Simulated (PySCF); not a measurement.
Mayer bond orders and bond lengths

Compound: C₆H₁₀N₃ (charge +1).
Numbering: `[CH2:1]=[CH:2][c:3]1[cH:4][n+:5]([CH3:6])[n:7][n:8]1[CH3:9]` (hydrogens: H10, H11 on C1; H12 on C2; H13 on C4; H14, H15, H16 on C6; H17, H18, H19 on C9)

Geometry (GFN2-xTB, Å), atoms numbered from 1 in this order:
```
atom  x, y, z in Å
C1    -2.587   -1.513   -0.509
C2    -2.015   -0.328   -0.312
C3    -0.601   -0.149   -0.097
C4     0.444   -1.057    0.008
N5     1.553   -0.325    0.221
C6     2.895   -0.792    0.406
N7     1.279    0.943    0.253
N8    -0.003    1.064    0.065
C9    -0.606    2.364    0.040
H10   -3.648   -1.594   -0.662
H11   -2.027   -2.432   -0.529
H12   -2.611    0.572   -0.304
H13    0.454   -2.125   -0.055
H14    3.203   -1.400   -0.445
H15    2.965   -1.393    1.313
H16    3.549    0.074    0.493
H17   -1.098    2.538   -0.917
H18    0.183    3.101    0.181
H19   -1.338    2.461    0.843
```

Bond orders from the PBE0/pcSseg-1 density (PySCF). Geometry: GFN2-xTB, one conformer, isolated ion.

Question: Where do the orders between heavy atoms depart from those drawn in the SMILES?

Answer: The largest departure is 0.487, at N8–C3 (drawn aromatic, 1.013), counting aromatic bonds as 1.5. Drawn single, order above 1.12: C2–C3 (1.123). Drawn single, order below 0.88: N5–C6 (0.870). The bonds drawn aromatic range from 1.01 to 1.42. The SMILES, with its formal charges, is one Lewis structure only.

Question: Set the Mayer orders of the bonds beside their lengths.

Answer: 
```csv
bond,drawn as,length (Å),Mayer order
C1–C2,double,1.330,1.920
C2–C3,single,1.442,1.123
C3–C4,aromatic,1.388,1.416
C4–N5,aromatic,1.345,1.172
N5–C6,single,1.433,0.870
N5–N7,aromatic,1.297,1.270
N7–N8,aromatic,1.302,1.280
N8–C9,single,1.433,0.887
N8–C3,aromatic,1.362,1.013
C1–H10,single,1.075,0.924
C1–H11,single,1.076,0.951
C2–H12,single,1.080,0.910
C4–H13,single,1.070,0.976
C6–H14,single,1.090,0.945
C6–H15,single,1.091,0.945
C6–H16,single,1.088,0.943
C9–H17,single,1.091,0.942
C9–H18,single,1.088,0.940
C9–H19,single,1.091,0.942
```

By pair of heavy elements: C–C: lowest C2–C3 (1.123, 1.442 Å), highest C1–C2 (1.920, 1.330 Å). C–N: lowest N5–C6 (0.870, 1.433 Å), highest C4–N5 (1.172, 1.345 Å). N–N: all 2 within 0.02 of one another (1.270 to 1.280).

Question: Sum the orders of all bonds at each heavy atom with more than one neighbour and set the sums beside the valence in the SMILES.

Answer: C1 3.795 (drawn 4), C2 3.953 (drawn 4), C3 3.552 (drawn 4), C4 3.564 (drawn 4), N5 3.312 (drawn 4), C6 3.703 (drawn 4), N7 2.550 (drawn 3), N8 3.180 (drawn 3), C9 3.711 (drawn 4). Orders between atoms that aren't bonded are not in these sums.

Mayer orders depend on the basis set.

The run behind these numbers computed NMR shieldings as well. Hardware: an INTEL XEON PLATINUM 8581C at 2.30 GHz with one thread (shared host). Cost: 33 s (with the writing of density and orbital grids), 0.92 GiB resident at most.
